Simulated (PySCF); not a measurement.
**Spinor energies of Lu⁵⁸⁺ (lutetium, charge +58)**

Start: [Ne] 3s2 3p1; 3p1/2 filled at m_j = +1/2. Calculated with PySCF 2.14 in an uncontracted even-tempered set (18 s from 18 bohr⁻², ratio 2.4; 14 p from 23 bohr⁻², ratio 2.4; 4 d from 76 bohr⁻², ratio 2.6; 4 f from 110 bohr⁻², ratio 2.6): generalised Hartree-Fock with the X2C-1e Hamiltonian and a Gaussian nucleus; one run each with spin-orbit coupling (SO) switched off, then screened by Boettger's factors.

```json
{"spinor shell": "1s1/2", "electrons": "2", "ε, spin-free (eV)": "-68320.4", "ε, screened SO (eV)": "-68299.3", "weight of nominal j (screened SO)": "1.000", "rms radius, screened SO (bohr)": "0.0219"}
{"spinor shell": "2s1/2", "electrons": "2", "ε, spin-free (eV)": "-15387.5", "ε, screened SO (eV)": "-15379.3", "weight of nominal j (screened SO)": "1.000", "rms radius, screened SO (bohr)": "0.0870"}
{"spinor shell": "2p1/2", "electrons": "2", "ε, spin-free (eV)": "-14095.2", "ε, screened SO (eV)": "-14914.4", "weight of nominal j (screened SO)": "1.000", "rms radius, screened SO (bohr)": "0.0740"}
{"spinor shell": "3s1/2", "electrons": "2", "ε, spin-free (eV)": "-6218.4", "ε, screened SO (eV)": "-6215.5", "weight of nominal j (screened SO)": "1.000", "rms radius, screened SO (bohr)": "0.208"}
{"spinor shell": "3p1/2", "electrons": "1", "ε, spin-free (eV)": "-5862.8", "ε, screened SO (eV)": "-6077.3", "weight of nominal j (screened SO)": "1.000", "rms radius, screened SO (bohr)": "0.197"}
```

Problem. Where does 2p3/2 lie, and what is the 2p spin-orbit splitting (screened SO)?

Solution. At -13752.3 eV, 1162.2 eV above 2p1/2.

```csv
quantity,spin-free,screened SO
E (hartree),-10773.09788,-10792.47848
M_J,1/2,1/2
⟨J²⟩,1.099,0.750
⟨L²⟩,2.001,2.023
⟨S²⟩,0.750,0.772
```

Each row is a mean over spinors that exchange with the open shell spreads, by up to 20.093 eV (2p1/2).

Breit and QED terms are absent; they matter most for the inner s and p1/2 levels.

Densities and radii are taken from the X2C orbitals without a picture-change correction, which distorts them close to the nucleus.

Without spin-orbit coupling the j labels of p, d and f shells carry no meaning; the spin-free column gives the mean over the occupied spinors of each nl shell, and its ⟨J²⟩ belongs to a mixture of degenerate components.
